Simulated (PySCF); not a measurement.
Species: C3H7FSi.
Numbering: `[F:1][C@H:2]1[CH2:3][CH2:4][SiH2:5]1` (hydrogens: H6 on C2; H7, H8 on C3; H9, H10 on C4; H11, H12 on Si5)

Structure used (PBE0-D3(BJ)/def2-SVP), in Å, numbered top down from 1:
```xyz
12
C3H7FSi angstrom
F      0.6037    2.2377   -0.1659
C      0.5523    0.9564    0.3107
C     -0.7720    0.2140    0.0590
C     -0.2423   -1.2400    0.0100
Si     1.4229   -0.5167   -0.5508
H      0.7786    0.9742    1.3936
H     -1.5775    0.4143    0.7854
H     -1.1404    0.5173   -0.9358
H     -0.8001   -1.9325   -0.6339
H     -0.1725   -1.6812    1.0170
H      1.4933   -0.3279   -2.0306
H      2.7184   -1.0662   -0.0447
```

The closed-shell ground state was solved at several levels (PySCF, density fitting, gas phase, non-relativistic).

```
              level  basis functions  HOMO (eV)  LUMO (eV)  gap (eV)  dipole (D)
CAM-B3LYP/def2-SVPD              163      -9.30       0.91     10.21        2.05
      PBE0/pcSseg-1              127      -7.85       0.24      8.09        1.89
```

What might PBE/pcSseg-2 (285 basis functions) give for the same quantities?

HOMO -6.49 eV, LUMO -0.86 eV, gap 5.63 eV, dipole 1.82 D.

Over all these levels, which gives the widest orbital gap and which the narrowest?

CAM-B3LYP/def2-SVPD (range-separated hybrid) has the widest, 10.21 eV, and PBE/pcSseg-2 (GGA) the narrowest, 5.63 eV. Functional and basis both differ between the two, so the spread mixes both effects.

How far do the dipole and the HOMO energy spread over the levels?

The dipole runs from 1.82 to 2.05 D (mean 1.92 D) and the HOMO from -9.30 to -6.49 eV.

One conformer stands for the species.
